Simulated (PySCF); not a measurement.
iodine atom (I), doublet (core potentials on I); DF-B3LYP/def2-TZVP in PySCF.

Here is a job for PySCF.
```python
from pyscf import gto, scf, dft

mol = gto.Mole()
mol.atom = '''
    I     0.000000    0.000000    0.000000
'''
mol.basis = 'def2-tzvp'
mol.ecp = {'I': 'def2-tzvp'}
mol.charge = 0
mol.spin = 1
mol.verbose = 4
mol.max_memory = 1800
mol.build()

mf = dft.UKS(mol)
mf.xc = 'b3lyp'
mf = mf.density_fit(auxbasis='def2-universal-jkfit')
mf.kernel()
```

Problem. What does PySCF print? Leave out banner, timings and long lists.

Solution. 
```
PySCF version 2.14.0

[INPUT] verbose = 4
[INPUT] num. atoms = 1
[INPUT] num. electrons = 25
[INPUT] charge = 0
[INPUT] spin (= nelec alpha-beta = 2S) = 1
[INPUT] symmetry False subgroup None
[INPUT] Mole.unit = angstrom
[INPUT] Symbol           X                Y                Z      unit          X                Y                Z       unit  Magmom
[INPUT]  1 I      0.000000000000   0.000000000000   0.000000000000 AA    0.000000000000   0.000000000000   0.000000000000 Bohr   0.0

nuclear repulsion = 0
number of shells = 16
number of NR pGTOs = 95
number of NR cGTOs = 50
basis = def2-tzvp
ecp = {'I': 'def2-tzvp'}

******** <class 'pyscf.df.df_jk.DFUKS'> ********
method = DFUKS
initial guess = minao
damping factor = 0
level_shift factor = 0
DIIS = <class 'pyscf.scf.diis.CDIIS'>
diis_start_cycle = 1
diis_space = 8
diis_damp = 0
SCF conv_tol = 1e-09
SCF conv_tol_grad = None
SCF max_cycles = 50
direct_scf = False
number electrons alpha = 13  beta = 12
XC library pyscf.dft.libxc version 7.1.2
    S. Lehtola, C. Steigemann, M. J. T. Oliveira, and M. A. L. Marques,  SoftwareX 7, 1–5 (2018)
XC functionals = b3lyp
    P. J. Stephens, F. J. Devlin, C. F. Chabalowski, and M. J. Frisch,  J. Phys. Chem. 98, 11623 (1994)
radial grids:
    Treutler-Ahlrichs [JCP 102, 346 (1995); DOI:10.1063/1.469408] (M4) radial grids

becke partition: Becke, JCP 88, 2547 (1988); DOI:10.1063/1.454033
pruning grids: <function nwchem_prune>
grids dens level: 3
symmetrized grids: False
atomic radii adjust function: <function treutler_atomic_radii_adjust>
small_rho_cutoff = 0
Set gradient conv threshold to 3.16228e-05
tot grids = 21960
******** <class 'pyscf.df.df.DF'> ********
auxbasis = def2-universal-jkfit
init E= -255.62150950675

cycle= 1 E= -296.420697904532  delta_E= -40.8  |g|= 2.19  |ddm|=   13
cycle= 2 E= -296.743519693709  delta_E= -0.323  |g|= 2.05  |ddm|= 5.51
cycle= 3 E= -297.777609156992  delta_E= -1.03  |g|= 0.0327  |ddm|= 2.25
cycle= 4 E= -297.778279226787  delta_E= -0.00067  |g|= 0.0173  |ddm|= 0.133
cycle= 5 E= -297.77846181109  delta_E= -0.000183  |g|= 0.000452  |ddm|= 0.0406
cycle= 6 E= -297.778461993275  delta_E= -1.82e-07  |g|= 7.71e-05  |ddm|= 0.00127
cycle= 7 E= -297.77846199868  delta_E= -5.4e-09  |g|= 8.42e-06  |ddm|= 0.000209
cycle= 8 E= -297.778461998748  delta_E= -6.81e-11  |g|= 1.18e-06  |ddm|= 2.58e-05
Extra cycle  E= -297.778461998749  delta_E= -5.68e-13  |g|= 9.62e-07  |ddm|= 4.32e-06
converged SCF energy = -297.778461998749  <S^2> = 0.7522965  2S+1 = 2.0022952
```
